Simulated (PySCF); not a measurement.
Excitations are Tamm–Dancoff values on a coarser integration grid. The basis has no diffuse functions, so Rydberg states are missing or too high.

## C₄H₂S₂, SMILES `S=C=C=CC=S` (C–C–C–S torsion 180°) (charge 0, multiplicity 1)

The numbers are results of TPSSh-D3(BJ)/def2-TZVP // B3LYP-D3(BJ)/def2-TZVP (PySCF), not measurements.

```yaml
HOMO: -6.17 eV
dipole_moment: 0.40 D
LUMO: -4.70 eV
HOMO–LUMO gap: 1.47 eV
S1 excitation (TDA): 0.98 eV
S1 oscillator strength: 0.000
T1 excitation (TDA): 0.62 eV
S1–T1 gap (TDA): 0.36 eV
total_energy: -950.0456 Ha
cost: roughly 9 core-minutes
```

```xyz
8

S      3.4776     0.3117    -1.1367
C      2.0175     0.3561    -0.5604
C      0.8434     0.3918    -0.0969
C     -0.3967     0.4205     0.3888
C     -1.3477    -0.6369     0.1469
S     -2.8693    -0.6356     0.7245
H     -0.7423     1.2546     0.9954
H     -0.9824    -1.4624    -0.4616
```
Charge 0, spin multiplicity 1.
